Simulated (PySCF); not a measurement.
Gas-phase reaction: InCl + H2 = InH2Cl, at 1000 K and a standard pressure of 1 bar. Level: M06-2X/def2-TZVP†.

Computed with PySCF and rigid-rotor harmonic-oscillator thermochemistry at 1 bar. † marks an energy on the PBE0/def2-TZVP geometry and frequencies. All species are closed-shell singlets. In: scalar-relativistic def2 core potential, no spin-orbit coupling. InH2Cl: computed as isolated molecules; such fragments, hydroxides, amides, oligomers or adducts are transient or little studied in the gas. The harmonic model lacks anharmonicity and excited electronic states, which grow with temperature; levels with a mode under 35 cm⁻¹ are left out.

```
species      E (Ha)  H(1000 K) − E (kJ/mol)  S°(1000 K) (J/mol/K)
-------  ----------  ----------------------  --------------------
InCl     -650.34631                    37.6                 292.9
H2         -1.16846                    55.6                 165.8
InH2Cl   -651.48737                    93.5                 355.2
```
E: electronic energy; H − E holds the zero-point and thermal terms. 1 Ha = 2625.5 kJ/mol.

Work out ΔH°, ΔS°, ΔG° and log10 K from these numbers.

1. ΔE = 1×(-651.48737) − 1×(-650.34631) − 1×(-1.16846) = 0.02740 Ha = 71.9 kJ.
2. Δ(H − E) = 1×(93.5) − 1×(37.6) − 1×(55.6) = 0.3 kJ, so ΔH° = 72.2 kJ.
3. ΔS° = 1×(355.2) − 1×(292.9) − 1×(165.8) = -103.5 J/K; the number of gas molecules changes by -1.
4. ΔG° = ΔH° − TΔS° = 72.2 − 1000×(-103.5)/1000 = 175.7 kJ.
5. log10 K = −ΔG°/(RT ln 10) = -9.18, with RT ln 10 = 19.14 kJ/mol; at standard pressures the reactants are favoured.
6. A shift of 10 kJ in ΔE would move log10 K by 0.52 here.
For scale, ΔH°(298 K) is 72 kJ at this level, 55 kJ at ωB97M-V/def2-TZVP†, and runs from 39 to 109 kJ over the 18 levels computed.
